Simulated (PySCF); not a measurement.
## Energy profile

The step: BCl₃ ([Cl][B]([Cl])[Cl]) + H₂ → BHCl₂ ([Cl][BH][Cl]) + HCl; bonds formed: B1–H6, Cl2–H5; bonds broken: B1–Cl2, H5–H6 (atoms numbered as in the saddle structure below).

B1  (-0.262, 0.237, -0.096)
Cl2  (1.746, -0.374, -0.195)
Cl3  (-1.017, 0.036, -1.672)
Cl4  (-0.375, 1.747, 0.799)
H5  (0.478, -0.890, 0.492)
H6  (-0.570, -0.755, 0.671)
(Å)

Electronic energies by CCSD(T) at an estimated basis limit (MP2 extrapolated from triple and quadruple zeta, plus CCSD(T) − MP2 in triple zeta), on PBE0-D4/def2-TZVP structures; BH$_{2}$Cl$_{3}$, singlet; no counterpoise correction. Computed with PySCF 2.14 with density fitting (its default auxiliary sets; JK sets also for MP2 and CCSD(T)) (basis: def2-TZVPP and def2-QZVPP); correlated methods freeze the cores. Extrapolation: Hartree–Fock as exp(−7.88 √X), correlation as X^−2.97.

Question: Give the profile in kJ/mol, counted from the separated reactants. (To be estimated.)

Answer: The calculation gives:
```
                                                                                                     point  kJ/mol
separated: BCl$_{3}$ (linked as [Cl][B]([Cl])[Cl]; B1, Cl2, Cl3, Cl4; singlet) + H$_{2}$ (H5, H6; singlet)     0.0
                                                                                           start structure    -3.1
                                                                                                    saddle   158.8
                                                                                             end structure    45.7
        separated: BHCl$_{2}$ (linked as [Cl][BH][Cl]; B1, Cl3, Cl4, H6; singlet) + HCl (Cl2, H5; singlet)    51.6
```

No T1 diagnostic of these runs exceeds 0.012. The start structure is not quite a true minimum (one mode of 29i cm⁻¹). The end structure is not quite a true minimum (one mode of 54i cm⁻¹).

For scale, one of the runs: CCSD(T)/def2-TZVPP, 185 basis functions, launched by `OMP_NUM_THREADS=4 python run.py`. Time: 4.1 min of wall clock on 4 CPU threads of an Arm Neoverse V2; the host was shared. Peak host memory: 2 GiB.
